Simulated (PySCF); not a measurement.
Geometries of 3 isomers of C2H5FOSi, from PBE0-D3(BJ)/def2-SVP geometry optimisation, gas phase (PySCF 2.14.0). One conformer each, no zero-point energy, no frequencies.

Question: Which isomer lies lowest at this level?
A.
```xyz
10
angstrom
F      3.129   -0.823   -0.093
C      1.816   -0.634    0.042
C      1.216    0.402   -0.549
O     -0.099    0.693   -0.486
Si    -1.311   -0.169    0.297
H      1.322   -1.390    0.661
H      1.802    1.107   -1.148
H     -1.375   -1.560   -0.242
H     -1.035   -0.229    1.763
H     -2.566    0.574    0.020
```
B.
```xyz
10
angstrom
C      1.764    0.420   -0.156
C      1.029   -0.672   -0.373
O     -0.304   -0.790   -0.209
Si    -1.403    0.352    0.299
F     -2.820   -0.418    0.305
H      1.335    1.365    0.190
H      2.841    0.386   -0.326
H      1.478   -1.609   -0.719
H     -1.096    0.795    1.682
H     -1.475    1.476   -0.668
```
C.
```xyz
10
angstrom
C     -1.483    0.090    0.149
C     -0.239   -0.062   -0.673
O     -0.247   -0.193   -1.879
Si     1.512   -0.066    0.122
F      1.397    0.159    1.732
H     -1.527   -0.704    0.913
H     -2.374    0.051   -0.494
H     -1.452    1.045    0.700
H      2.151   -1.385   -0.134
H      2.308    1.046   -0.461
```

Answer: B. That is `C=CO[SiH2]F`, 11.9 kcal/mol below the next.

```csv
SMILES,atoms numbered as above,E (Eh),relative (kcal/mol),relative (kJ/mol),dipole (D)
C=CO[SiH2]F,[CH2:1]=[CH:2][O:3][SiH2:4][F:5],-543.16527,0.0,0.0,1.72
CC(=O)[SiH2]F,[CH3:1][C:2](=[O:3])[SiH2:4][F:5],-543.14625,11.9,49.9,1.17
F/C=C/O[SiH3],[F:1]/[CH:2]=[CH:3]/[O:4][SiH3:5],-543.08762,48.7,203.9,1.61
```

As drawn, the lowest has an Si–F bond, which the highest lacks.
